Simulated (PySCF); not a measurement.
Si(CF3)(H)2(Me) (C2H5F3Si), SMILES C[SiH2]C(F)(F)F.

Geometry: B3LYP-D3(BJ)/def2-SVP.

All values below come from PySCF with HF/def2-TZVP.

Computed frontier levels, gap, dipole moment and polarisability:
The highest occupied level is -13.02 eV and the lowest empty level is 3.02 eV. The orbital gap is 16.04 eV, the dipole moment is 0.616 e·Å and the quadrupole, principal values (traceless, Buckingham form, about the centre of nuclear charge) is -1.02, -0.59, 1.61 D·Å. The mean static polarisability is 48.0 bohr³ (7.11 Å³). The polarisability, principal values is 45.7, 46.8, 51.5 bohr³.
